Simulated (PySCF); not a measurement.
Structure elucidation problem

Molecular formula: C₄H₄F₃OP. Simulated spectra:

$^{1}$H NMR (400 MHz, computed): δ 2.50 (m, 1H), 1.81 (m, 3H).

$^{13}$C{$^{1}$H} NMR (computed): δ 131.1 (C), 100.4 (CH), 80.9 (C), 18.4 (CH3).

Theoretical values (PySCF 2.14): geometry from GFN2-xTB, NMR shieldings at PBE0/pcSseg-1/GIAO. Equivalent nuclei averaged, no solvent model, non-relativistic, single conformer.

Referencing at the same level of theory: $^{1}$H, $^{13}$C against TMS.

Deduce the structure.

Results:


1. 4 carbon signals for 4 carbons: no two carbons are equivalent.
2. Carbon types of the structure: 2 × C, 1 × CH, 1 × CH3, which accounts for all hydrogens.
3. δC 131.1: CF3 carbon; 3 electronegative neighbours deshield it.
4. δC 100.4: terminal alkyne carbon; the triple bond shields along its axis, which puts it between sp3 and sp2 carbons.
5. δC 80.9: alkyne carbon; sp carbons lie upfield of alkene carbons because the cylindrical π system leaves one tensor component strongly shielded.
6. δC 18.4: methyl carbon bonded to P.
7. δH 2.50: hydrogen on a terminal alkyne carbon; it lies on the axis of the triple bond, in its shielding cone.
8. δH 1.81: hydrogen on a methyl carbon bonded to P.

The compound is `C#C[P@](C)(=O)C(F)(F)F`.

This is the structure that produced the data.

Splittings by $^{19}$F and $^{31}$P in the carbon and heteronuclear signals aren't shown, as no couplings were computed. Shifts are as computed. Against solution values, carbons near 30 ppm lie about +3 ppm off and those near 130 ppm about +5 ppm. Of 1211 compounds with measured shifts, 218 miss one by over three times the rms of a fit or turn the order of signals round; such compounds aren't used in these exercises. Multiplicities follow the n + 1 count of equivalent neighbours, as no J values were calculated; m marks all less simple cases, F and P coupling included.
